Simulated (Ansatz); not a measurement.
Program: Ansatz. Geometries: PBE0-D4/def2-TZVP. ΔE: electronic, gas phase. CBS: MP2 limit from def2 TZ/QZ plus the TZ coupled-cluster correction, frozen cores. This one scheme is used for every species. Functionals use def2-TZVPP. HSE06 is defined as in plane-wave codes. Elements past krypton have def2 core potentials. For Br, Cd outer-core shells are correlated without core-valence functions, which leaves a few kJ/mol of doubt a bond. Scalar relativity is left out up to krypton. Each species was taken in one conformer, which may not be the lowest.

Reaction (ligand exchange at a Cd–O bond): `C[O][Cd][CH3]` + HBr → `[CH3][Cd][Br]` + CH₃OH

`C[O][Cd][CH3]`:

Cartesian coordinates in Å:
```
C -2.124 -1.033 -0.544
O -1.608 0.098 0.086
Cd 0.318 0.499 0.277
C 2.309 1.055 0.553
H -1.839 -1.111 -1.605
H -3.221 -0.990 -0.513
H -1.828 -1.976 -0.059
H 2.519 1.973 0.004
H 2.968 0.266 0.188
H 2.506 1.220 1.612
```

HBr:

Z-matrix (Å, degrees):
```
Br
H 1 1.420
```

`[CH3][Cd][Br]`:

Cartesian coordinates in Å:
```
C 0.398 0.529 0.642
Cd -0.508 -0.676 -0.820
Br -1.554 -2.068 -2.511
H 0.590 -0.064 1.536
H 1.339 0.922 0.259
H -0.264 1.358 0.893
```

CH₃OH:

Cartesian coordinates in Å:
```
C -0.283 0.177 0.125
O 0.849 -0.055 -0.682
H -0.684 1.150 -0.158
H -0.035 0.209 1.194
H -1.068 -0.573 -0.031
H 1.221 -0.907 -0.448
```

```csv
level,ΔE (kJ/mol),difference from CCSD(T)/CBS
revPBE-D4,-135.6,16.4
B97M-V,-143.5,8.5
HSE06-D4,-155.0,-3.0
ωB97M-V,-153.0,-1.0
r2SCAN,-146.2,5.8
PBE0,-155.9,-3.9
BHLYP,-163.0,-11.0
CCSD/def2-SVP,-146.3,5.7
CCSD(T)/def2-TZVPP,-144.2,7.8
HF/CBS(def2),-180.3,-28.3
CCSD(T)/CBS,-152.0,0
```

Largest T1 diagnostic among the species: 0.015.

In def2-TZVPP, CCSD(T) changes the Hartree–Fock value by +38.8 kJ/mol (the triples alone add +5.1 kJ/mol) and MP2 by +37.4 kJ/mol. At CCSD(T), def2-SVP lies +9.9 kJ/mol from the extrapolated value and def2-TZVPP +7.8 kJ/mol. From r2SCAN to r2SCAN0 (25 % exact exchange), in def2-TZVPP and without D4, ΔE moves by −12.9 kJ/mol.

CCSD(T)/CBS has its own doubt, a few kJ/mol and more with outer-core shells, so smaller differences from it don't rank the levels.
